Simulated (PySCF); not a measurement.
BCl3, charge -1, doublet, geometry from GFN2-xTB (a state made from the parent by changing its charge; the spin is typed, not shown lowest) (in this run its highest filled SCF level lies above zero, so its values depend strongly on the basis, on diffuse functions most of all); DF-B3LYP/aug-cc-pVTZ (PySCF).

Input for PySCF:
```python
from pyscf import gto, scf, dft

mol = gto.M(
    atom='''
B     0.00409589    0.01392452    0.00870572
Cl    1.75461390   -0.24874663   -0.43087965
Cl   -0.68171649   -0.74958120    1.51644082
Cl   -1.07410209    0.99423238   -1.08812167
''',
    basis='aug-cc-pvtz',
    charge=-1,
    spin=1,
    verbose=4,
)

mf = dft.UKS(mol)
mf.xc = 'b3lyp'
mf = mf.density_fit(auxbasis='def2-universal-jkfit')
mf.kernel()
```

The log (banner, timings and long lists left out):

```
PySCF version 2.14.0

[INPUT] verbose = 4
[INPUT] num. atoms = 4
[INPUT] num. electrons = 57
[INPUT] charge = -1
[INPUT] spin (= nelec alpha-beta = 2S) = 1
[INPUT] symmetry False subgroup None
[INPUT] Mole.unit = angstrom
[INPUT] Symbol           X                Y                Z      unit          X                Y                Z       unit  Magmom
[INPUT]  1 B      0.004095890000   0.013924520000   0.008705720000 AA    0.007740110336   0.026313529216   0.016451426517 Bohr   0.0
[INPUT]  2 Cl     1.754613900000  -0.248746630000  -0.430879650000 AA    3.315739725355  -0.470063005109  -0.814244531148 Bohr   0.0
[INPUT]  3 Cl    -0.681716490000  -0.749581200000   1.516440820000 AA   -1.288257460700  -1.416503176123   2.865657833911 Bohr   0.0
[INPUT]  4 Cl    -1.074102090000   0.994232380000  -1.088121670000 AA   -2.029758779923   1.878826902374  -2.056251946504 Bohr   0.0

nuclear repulsion = 219.224903260414
number of shells = 52
number of NR pGTOs = 283
number of NR cGTOs = 196
basis = aug-cc-pvtz
ecp = {}

******** <class 'pyscf.df.df_jk.DFUKS'> ********
method = DFUKS
initial guess = minao
damping factor = 0
level_shift factor = 0
DIIS = <class 'pyscf.scf.diis.CDIIS'>
diis_start_cycle = 1
diis_space = 8
diis_damp = 0
SCF conv_tol = 1e-09
SCF conv_tol_grad = None
SCF max_cycles = 50
direct_scf = False
number electrons alpha = 29  beta = 28
XC library pyscf.dft.libxc version 7.1.2
    S. Lehtola, C. Steigemann, M. J. T. Oliveira, and M. A. L. Marques,  SoftwareX 7, 1–5 (2018)
XC functionals = b3lyp
    P. J. Stephens, F. J. Devlin, C. F. Chabalowski, and M. J. Frisch,  J. Phys. Chem. 98, 11623 (1994)
radial grids:
    Treutler-Ahlrichs [JCP 102, 346 (1995); DOI:10.1063/1.469408] (M4) radial grids

becke partition: Becke, JCP 88, 2547 (1988); DOI:10.1063/1.454033
pruning grids: <function nwchem_prune>
grids dens level: 3
symmetrized grids: False
atomic radii adjust function: <function treutler_atomic_radii_adjust>
small_rho_cutoff = 0
Set gradient conv threshold to 3.16228e-05
tot grids = 70688
******** <class 'pyscf.df.df.DF'> ********
auxbasis = def2-universal-jkfit
init E= -1405.91679776661

cycle= 1 E= -1405.65490013039  delta_E= 0.262  |g|= 0.22  |ddm|= 1.22
cycle= 2 E= -1405.66517366301  delta_E= -0.0103  |g|= 0.229  |ddm|=    1
cycle= 3 E= -1405.69087157395  delta_E= -0.0257  |g|= 0.0141  |ddm|= 0.498
cycle= 4 E= -1405.6909402639  delta_E= -6.87e-05  |g|= 0.012  |ddm|= 0.0272
cycle= 5 E= -1405.69102040175  delta_E= -8.01e-05  |g|= 0.00394  |ddm|= 0.0347
cycle= 6 E= -1405.69103383434  delta_E= -1.34e-05  |g|= 0.000456  |ddm|= 0.015
cycle= 7 E= -1405.69103439221  delta_E= -5.58e-07  |g|= 0.000298  |ddm|= 0.0123
cycle= 8 E= -1405.69103450453  delta_E= -1.12e-07  |g|= 8.55e-05  |ddm|= 0.00491
cycle= 9 E= -1405.69103453202  delta_E= -2.75e-08  |g|= 5.33e-05  |ddm|= 0.00358
cycle= 10 E= -1405.69103454223  delta_E= -1.02e-08  |g|= 2.35e-05  |ddm|= 0.00267
cycle= 11 E= -1405.69103454596  delta_E= -3.73e-09  |g|= 3.36e-06  |ddm|= 0.00275
cycle= 12 E= -1405.69103454604  delta_E= -8e-11  |g|= 1.23e-06  |ddm|= 0.000314
Extra cycle  E= -1405.69103454604  delta_E= -9.09e-13  |g|= 7.07e-07  |ddm|= 5.39e-05
converged SCF energy = -1405.69103454604  <S^2> = 0.75490298  2S+1 = 2.004897
```
